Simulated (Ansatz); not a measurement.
Basis-set extrapolation for C$_{2}$H$_{6}$OSi$_{2}$, SMILES `[SiH3]C1=CO[SiH2]1` (PBE0-D4/def2-TZVP geometry, frozen core, the Gaussian-basis code of Ansatz). Multiplicity 1, RHF reference.

|  | def2-TZVPP | def2-QZVPP |
| --- | --- | --- |
| HF | -732.031309 | -732.056598 |
| MP2 correlation | -0.788723 | -0.845704 |
| CCSD(T) correlation | -0.868238 | not run |

Energies in hartree. Use E(X) = E(∞) + A·exp(−7.88·√X) for Hartree–Fock and E(X) = E(∞) + B·X^(−2.97) for correlation, with X = 3 and 4, and add CCSD(T) minus MP2 of the smaller set to the MP2 limit.

Question: What is the CCSD(T) energy at the basis-set limit?

Answer: HF limit: -732.056598 + (-0.025289) × 0.13774 = -732.06008. MP2 limit: -0.845704 + (-0.056981) × 0.74074 = -0.88791. Higher-order term: -0.868238 − (-0.788723) = -0.07952. Total: -733.02751 hartree, 336.0 kJ/mol below CCSD(T)/def2-TZVPP.
